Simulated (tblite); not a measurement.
C₅H₉F₃P₂.
Atom-mapped SMILES: `[CH3:1][P:2]([CH2:3][CH2:4][PH2:5])[C:6]([F:7])=[C:8]([F:9])[F:10]` (hydrogens: H11, H12, H13 on C1; H14, H15 on C3; H16, H17 on C4; H18, H19 on P5)

Computed with GFN2-xTB (tblite), gas phase: L-BFGS steps from a force-field or distance-geometry start until the largest atomic force falls under 0.01 eV/Å.

Step 113: E = -938.2906 eV
```
atom  x, y, z in Å  |  force x, y, z in eV/Å
C1      0.2785   -1.7689    0.9747    0.018  -0.003  -0.015
P2      0.1803    0.0738    0.9274    0.002   0.025   0.028
C3     -0.3819    0.3234   -0.8325    0.001  -0.009  -0.015
C4     -1.7872   -0.2080   -1.0883    0.009  -0.012   0.003
P5     -3.1181    0.4770    0.0158    0.025   0.002   0.002
C6      1.9812    0.3878    0.6816   -0.021  -0.025   0.035
F7      2.7948   -0.4150    1.4001   -0.029  -0.009  -0.043
C8      2.5363    1.4310    0.0739    0.013  -0.026  -0.010
F9      3.8321    1.7105    0.0209   -0.002   0.006   0.011
F10     1.8430    2.3182   -0.6314   -0.012   0.016  -0.011
H11     0.9237   -2.0631    1.8024   -0.031   0.009  -0.039
H12    -0.7198   -2.1639    1.1611    0.020   0.020  -0.010
H13     0.6674   -2.1737    0.0394    0.005   0.017   0.037
H14     0.3273   -0.1654   -1.5094    0.011   0.016  -0.007
H15    -0.3634    1.3979   -1.0303    0.008  -0.003  -0.005
H16    -1.8202   -1.2976   -0.9897    0.016   0.005   0.013
H17    -2.0761    0.0233   -2.1194   -0.013  -0.010   0.000
H18    -2.7215    1.8105   -0.0989    0.032  -0.026   0.004
H19    -2.3865    0.3114    1.1950   -0.055   0.008   0.023
```

Step 114: E = -938.2910 eV
```
atom  x, y, z in Å  |  force x, y, z in eV/Å
C1      0.2753   -1.7660    0.9771    0.007   0.000  -0.004
P2      0.1807    0.0771    0.9282   -0.001   0.007   0.012
C3     -0.3803    0.3233   -0.8329    0.005  -0.003  -0.010
C4     -1.7855   -0.2079   -1.0897    0.012  -0.006  -0.001
P5     -3.1172    0.4739    0.0148    0.015   0.006  -0.003
C6      1.9817    0.3865    0.6787    0.006  -0.003   0.027
F7      2.7971   -0.4221    1.3895   -0.041   0.007  -0.052
C8      2.5362    1.4325    0.0741   -0.001  -0.020  -0.012
F9      3.8323    1.7119    0.0193   -0.023   0.001   0.007
F10     1.8406    2.3245   -0.6252    0.014  -0.018   0.018
H11     0.9219   -2.0603    1.8034   -0.026   0.005  -0.032
H12    -0.7233   -2.1592    1.1671    0.023   0.023  -0.012
H13     0.6607   -2.1736    0.0418    0.008   0.020   0.031
H14     0.3296   -0.1680   -1.5073    0.011   0.017  -0.010
H15    -0.3590    1.3975   -1.0326    0.000  -0.009  -0.008
H16    -1.8178   -1.2975   -0.9924    0.017  -0.001   0.014
H17    -2.0742    0.0239   -2.1208   -0.011  -0.008   0.004
H18    -2.7211    1.8080   -0.0950    0.034  -0.028   0.003
H19    -2.3876    0.3047    1.1943   -0.049   0.008   0.028
```

Task: Estimate the geometry and energy of step 115. (The exact step hangs on the optimiser's Hessian estimate; all steps are aligned on step 114, rigid shifts and turns removed.)

Result: E = -938.2918 eV, largest force 0.081 eV/Å
```
atom  x, y, z in Å  |  force x, y, z in eV/Å
C1      0.2678   -1.7599    0.9824   -0.002   0.012   0.014
P2      0.1815    0.0843    0.9284   -0.007  -0.029  -0.011
C3     -0.3761    0.3233   -0.8352    0.003   0.009   0.004
C4     -1.7812   -0.2077   -1.0927    0.011  -0.003  -0.007
P5     -3.1148    0.4673    0.0132    0.004   0.016  -0.016
C6      1.9829    0.3849    0.6729    0.023  -0.012   0.025
F7      2.8006   -0.4382    1.3645   -0.047   0.030  -0.051
C8      2.5358    1.4360    0.0756   -0.004   0.015  -0.030
F9      3.8318    1.7160    0.0162   -0.039  -0.009   0.001
F10     1.8358    2.3367   -0.6104    0.039  -0.048   0.052
H11     0.9177   -2.0533    1.8058   -0.015   0.000  -0.017
H12    -0.7307   -2.1485    1.1812    0.019   0.027  -0.015
H13     0.6456   -2.1748    0.0478    0.012   0.027   0.018
H14     0.3346   -0.1728   -1.5046    0.013   0.014  -0.017
H15    -0.3498    1.3965   -1.0390   -0.016  -0.011  -0.014
H16    -1.8124   -1.2973   -0.9977    0.019  -0.009   0.015
H17    -2.0702    0.0252   -2.1236   -0.011  -0.005   0.007
H18    -2.7184    1.8023   -0.0861    0.035  -0.031   0.005
H19    -2.3904    0.2893    1.1937   -0.036   0.008   0.037
```

The energy changes by -0.0008 eV. The first-order estimate −F·Δx gives -0.0011 eV and the mean of the old and new forces, exact on a quadratic surface, -0.0008 eV. The step makes an angle of 82° with the force vector and moves no atom by more than 0.030 Å.

Hardware: one thread, Arm Neoverse N1, no GPU, on a shared host.
